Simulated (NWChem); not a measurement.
Molecule: TiNH3SO; SMILES [NH2][Ti]([OH])=[S]

```xyz
7

Ti     0.0115    -0.3087    -0.1589
S     -0.2326     1.7331     0.0525
O     -1.3690    -1.4181     0.0946
H     -2.2987    -1.2883     0.3067
N      1.7555    -0.9280     0.0887
H      2.0205    -1.9002     0.2402
H      2.5686    -0.3307     0.2244
```
Atoms are numbered in this order, from 1.

Computed with NWChem. Pople sets run with spherical d functions. STO-3G and 3-21G are far too small for this property and stand as cheap habits. Structure relaxed at the PBE0/def2-SVP level. GIAO values for the isolated, static molecule; σ is the absolute isotropic shielding, δ = σ(reference) − σ with the isolated reference molecule computed at the same levels (1H: tetramethylsilane, 15N: ammonia, 17O: water).

| level | σ Ti1 (ppm) | σ S2 (ppm) | δ O3 (ppm) | δ H4 (ppm) | δ N5 (ppm) | δ H6 (ppm) | δ H7 (ppm) |
|---|---|---|---|---|---|---|---|
| B3LYP/6-31G* | -1091.1 | -890.1 | 330.3 | 10.97 | 219.4 | 6.72 | 10.06 |
| Hartree-Fock/6-31G* | -1003.0 | -1488.1 | 254.0 | 9.38 | 191.7 | 5.00 | 9.87 |
| BHandHLYP/pcSseg-1 | ___ | ___ | ___ | ___ | ___ | ___ | ___ |
| LDA (Slater exchange, VWN5)/pcSseg-1 | -1302.8 | -892.3 | 392.9 | 11.68 | 259.7 | 8.17 | 10.87 |
| Hartree-Fock/STO-3G | 937.3 | 555.8 | 42.0 | 3.41 | 26.0 | 0.99 | 3.10 |

Problem. Complete the blanks.

Solution. 
- BHandHLYP/pcSseg-1, σ Ti1 (ppm): -1317.5
- BHandHLYP/pcSseg-1, σ S2 (ppm): -1424.5
- BHandHLYP/pcSseg-1, δ O3 (ppm): 345.8
- BHandHLYP/pcSseg-1, δ H4 (ppm): 11.06
- BHandHLYP/pcSseg-1, δ N5 (ppm): 246.0
- BHandHLYP/pcSseg-1, δ H6 (ppm): 7.18
- BHandHLYP/pcSseg-1, δ H7 (ppm): 11.34
